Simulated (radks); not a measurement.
Values are calculated unless marked as measured or tabulated.
Effect of the nuclear size on the calcium ion Ca+, [Ar] 4s1. Code: a radial shooting solver on a logarithmic mesh with Libxc functionals. Model: Dirac Kohn-Sham, LDA (Slater exchange, Perdew-Wang correlation), spin-unpolarised, spherical densities, finite nucleus; Fermi nuclear charge, rms radius 3.4776 fm. The rms radius is varied about that value; shifts are against it.

| rms radius (fm) | total energy shift (eV) | density at nucleus (e/bohr^3) | 1s1/2 shift (meV) | 2s1/2 shift (meV) |
|---|---|---|---|---|
| 3.0325 | -0.00719 | 6142 | -3.04 | -0.239 |
| 3.2724 | -0.00343 | 6130 | -1.45 | -0.114 |
| 3.4776 | 0 | 6121 | 0.000 | 0.000 |
| 3.6028 | 0.00220 | 6115 | 0.927 | 0.073 |
| 3.9123 | 0.00795 | 6102 | 3.36 | 0.265 |

Slopes of the eigenvalues against <r^2> in GHz/fm^2, as finite differences over the two radii next to the reference (eigenvalue slopes, not the field-shift constants of lines): 1s1/2 253, 2s1/2 20.0.
